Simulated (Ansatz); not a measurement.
`CC(C)(C)N([SiH3])[SiH3]` and `C#CC(C)(C)C` differ in one atom or group.

Ansatz, PBE0-D4/def2-TZVP geometries, multiplicity 1. 

```json
{"property": "HOMO–LUMO gap (ωB97M-V/def2-TZVPP) / eV", "`CC(C)(C)N([SiH3])[SiH3]`": "11.16"}
{"property": "HOMO–LUMO gap (PBE0/def2-TZVPP) / eV", "`CC(C)(C)N([SiH3])[SiH3]`": "7.27"}
{"property": "size of the dipole moment (B3LYP/def2-TZVPP) / D", "`CC(C)(C)N([SiH3])[SiH3]`": "1.53"}
{"property": "LUMO energy (B3LYP/def2-TZVPP) / eV", "`CC(C)(C)N([SiH3])[SiH3]`": "0.13"}
{"property": "size of the dipole moment (ωB97M-V/def2-TZVPP) / D", "`CC(C)(C)N([SiH3])[SiH3]`": "1.57"}
{"property": "HOMO energy (PBE/def2-TZVPP) / eV", "`CC(C)(C)N([SiH3])[SiH3]`": "-5.68"}
```

What does the change do to each property? (Best estimate.)

The calculation gave: 
```tsv
property	`C#CC(C)(C)C`	shift
HOMO–LUMO gap (ωB97M-V/def2-TZVPP) / eV	12.41	1.25
HOMO–LUMO gap (PBE0/def2-TZVPP) / eV	8.72	1.45
size of the dipole moment (B3LYP/def2-TZVPP) / D	0.72	-0.81
LUMO energy (B3LYP/def2-TZVPP) / eV	0.75	0.62
size of the dipole moment (ωB97M-V/def2-TZVPP) / D	0.69	-0.88
HOMO energy (PBE/def2-TZVPP) / eV	-6.44	-0.76
```

With PBE0 the HOMO falls by 0.70 eV and the LUMO rises by 0.77 eV, so the gap widens by about 1.47 eV. PBE moves the HOMO by -0.76 eV and ωB97M-V by -0.71 eV. Dipoles are sizes alone; their direction can turn.

B3LYP here is the variant with VWN-RPA as its local correlation; programs differ in this.
